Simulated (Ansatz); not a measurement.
Cl₂GeHO (`[OH][Ge]([Cl])[Cl]`) radical, relaxed with UKS PBE0-D4/def2-TZVP in Ansatz from a PBE-D4/def2-SVP geometry. The force threshold is 0.005 eV/Å; the program also tests the step.

The species carries charge 0 and has multiplicity 2.

Start:

```xyz
5

O    -1.328   -0.156    0.061
Ge    0.295    0.626    0.113
Cl    1.572   -0.314   -1.427
Cl    1.051    0.179    2.118
H    -1.590   -0.335   -0.865
```

(1) By how much does the energy fall, and how many steps does the optimiser take? (An estimate is asked.)

(2) Which bonds change most? (An estimate is asked.)

(3) Give the relaxed structure. (An estimate is asked.)

Results:

(1) The calculation gave: 0.05 eV, in 9 steps, 3 of them rejected.

(2) Ansatz gave: Ge2–Cl3 from 2.210 to 2.167 Å; Ge2–Cl4 from 2.190 to 2.147 Å; O1–Ge2 from 1.802 to 1.769 Å; O1–H5 from 0.979 to 0.963 Å.

(3) Ansatz gave: 
```xyz
5

O    -1.305   -0.139    0.049
Ge    0.293    0.616    0.119
Cl    1.539   -0.306   -1.395
Cl    1.042    0.174    2.082
H    -1.569   -0.345   -0.854
```
